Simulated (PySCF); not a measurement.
Molecule: SMILES COC(CCCC)=O, C₆H₁₂O₂.

Molfile (atoms numbered from 1):
```
C6H12O2
     RDKit          3D

 20 19  0  0  0  0  0  0  0  0999 V2000
   -3.0682    0.2144   -0.7860 C   0  0  0  0  0  0  0  0  0  0  0  0
   -1.6634   -0.3239   -0.5715 C   0  0  0  0  0  0  0  0  0  0  0  0
   -1.0687    0.0808    0.7715 C   0  0  0  0  0  0  0  0  0  0  0  0
    0.3396   -0.4422    0.9989 C   0  0  0  0  0  0  0  0  0  0  0  0
    1.3662    0.2113    0.1104 C   0  0  0  0  0  0  0  0  0  0  0  0
    1.2092    1.2350   -0.5031 O   0  0  0  0  0  0  0  0  0  0  0  0
    2.5145   -0.4778    0.0994 O   0  0  0  0  0  0  0  0  0  0  0  0
    3.5610    0.0776   -0.6761 C   0  0  0  0  0  0  0  0  0  0  0  0
   -3.7608   -0.1449   -0.0074 H   0  0  0  0  0  0  0  0  0  0  0  0
   -3.4759   -0.0936   -1.7608 H   0  0  0  0  0  0  0  0  0  0  0  0
   -3.0797    1.3156   -0.7541 H   0  0  0  0  0  0  0  0  0  0  0  0
   -1.0034    0.0384   -1.3770 H   0  0  0  0  0  0  0  0  0  0  0  0
   -1.6703   -1.4262   -0.6477 H   0  0  0  0  0  0  0  0  0  0  0  0
   -1.7191   -0.2802    1.5859 H   0  0  0  0  0  0  0  0  0  0  0  0
   -1.0521    1.1808    0.8445 H   0  0  0  0  0  0  0  0  0  0  0  0
    0.6668   -0.2558    2.0366 H   0  0  0  0  0  0  0  0  0  0  0  0
    0.4059   -1.5335    0.8613 H   0  0  0  0  0  0  0  0  0  0  0  0
    4.3844   -0.6457   -0.6487 H   0  0  0  0  0  0  0  0  0  0  0  0
    3.2348    0.2471   -1.7127 H   0  0  0  0  0  0  0  0  0  0  0  0
    3.8913    1.0409   -0.2585 H   0  0  0  0  0  0  0  0  0  0  0  0
  1  2  1  0
  2  3  1  0
  3  4  1  0
  4  5  1  0
  5  6  2  0
  5  7  1  0
  7  8  1  0
  1  9  1  0
  1 10  1  0
  1 11  1  0
  2 12  1  0
  2 13  1  0
  3 14  1  0
  3 15  1  0
  4 16  1  0
  4 17  1  0
  8 18  1  0
  8 19  1  0
  8 20  1  0
M  END
```

Geometry PBE0-D3(BJ)/def2-SVP throughout; GIAO in PySCF, gas phase, one conformer, non-relativistic; equivalent atoms averaged; functional PBE0.

For orientation, cc-pVDZ gives these absolute shieldings σ: C5 28.5, C4 162.7, C3 167.8, C1 179.9, O6 -64.7, H18/H19/H20 27.84, H16/H17 29.24, H14/H15 29.94, H9/H10/H11 30.41 ppm.

A run gave: C5 4.0, C4 155.4, C3 166.0, C1 175.6, O6 -141.3, H18/H19/H20 28.83, H16/H17 30.37, H14/H15 31.39, H9/H10/H11 31.72 ppm (absolute shieldings σ).

**Question.** Which basis set was used in that run?
A. pcSseg-1
B. pcSseg-0
C. 6-31G
D. def2-SVP

**Answer.** B. O6 tells them apart best: pcSseg-0 gives -141.3, def2-SVP gives -65.5, 6-31G gives -93.4, pcSseg-1 gives -101.2 ppm.
